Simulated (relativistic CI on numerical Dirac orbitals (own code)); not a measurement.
# What each ingredient does to the levels of Tm³¹⁺

Base calculation: Dirac-Coulomb-Breit CI, orbitals from a KLI potential per configuration, QED by a radiative potential, unscaled Slater integrals.

CI space (outside the closed core [Ar] 3d10): 4s²4p⁶4d², 4s²4p⁵4d³, 4s²4p⁶4d4f, 4s4p⁶4d³, 4s²4p⁵4d²4f, 4s4p⁶4d²4f, 4s²4p⁶4d5s, 4s²4p⁶4f5s, 4s²4p⁶4d5p, 4s²4p⁶4d5d, 4s²4p⁵4d²5s, 4s²4p⁶4d5f, 4s²4p⁶5s5p, 4s²4p⁶4d5g, 4s4p⁶4d²5s, 4s²4p⁶4d6s, 4s²4p⁶4d6d, 4s²4p⁶4d6g, 4s²4p⁶4f², 4s²4p⁵4f³, 4s4p⁶4f³, 4p⁶4d⁴, 4p⁵4d⁵, 4p⁵4d⁴4f, 4s²4p⁶4f5p, 4s²4p⁵4f²5p, 4s4p⁶4f²5p, 4s²4p⁶5s², 4s²4p⁵4f5s², 4s4p⁶4f5s², 4s²4p⁶5p², 4s²4p⁵4f5p², 4s4p⁶4f5p², 4p⁶4d³5s, 4p⁵4d⁴5s, 4p⁵4d³4f5s, 4s4p⁶4d5s², 4s4p⁵4d4f5s², 4p⁶4d4f5s². Double excitations out of closed p, d and f shells are left out; levels of such configurations are missing from the list, as are those of other unlisted configurations, and high levels can miss mixing partners. These lack a partner that the ground configuration has and come out too high: 4s²4p⁵4d²5s, 4s4p⁶4d²5s.

Variants: (1) Breit term removed; (2) only the first 3 configurations. Shifts of the energy above 4s²4p⁶4d² ³F2, in cm⁻¹, for the lowest level and the first level of each name with at least 55 % of one term (blank where a level changes its place among those of its configuration and J or its character, or is not in the variant):

| Level | Base | Δ(1) | Δ(2) |
| --- | --- | --- | --- |
| 4s²4p⁶4d² ³F2 | 0 | 0 | 0 |
| 4s²4p⁶4d² ³P0 | 59511 | -152 | +1814 |
| 4s²4p⁶4d² ³F3 | 92254 | +2407 | -224 |
| 4s²4p⁶4d² ³P1 | 130457 | +1993 | +2743 |
| 4s²4p⁶4d² ¹S0 | 306882 | +3928 | -1904 |
| 4s²4p⁵4d³ ⁵D°0 | 1135686 | +2917 | -25671 |
| 4s²4p⁵4d³ ³P°1 | 1333428 | +7145 | -24113 |
| 4s²4p⁵4d³ ³I°7 | 1340579 | +9104 | -20591 |

At this charge energies of transitions that change n are usually good to better than 1 %, and those within a shell (Δn = 0) to a few per cent. Terms inside the open d or f shell come out 10 to 20 % too wide with unscaled integrals.

Ionisation energy from the two ground configurations alone: base 1207.61 eV; Breit term removed 1208.27 eV. The NIST ASD value (theoretical) is 1207 eV.

LS names give the leading component of a level, which can be under half, so a name can repeat, a term be missing and a line seem to break the LS rules.
